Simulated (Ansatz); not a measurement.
Problem. Name a neutral molecule of C, Sn and H with LUMO energy (PBE/def2-TZVPP) between -1.15 and -0.85 eV and size of the dipole moment (PBE/def2-TZVPP) between 0.00 and 0.30 D (Ansatz, PBE0-D4/def2-TZVP geometry).

Solution. `C#[C][SnH2][C]#C` (-1.07 eV, 0.15 D). Other molecules can fit too; these were computed, each in one conformer that needn't be the lowest.
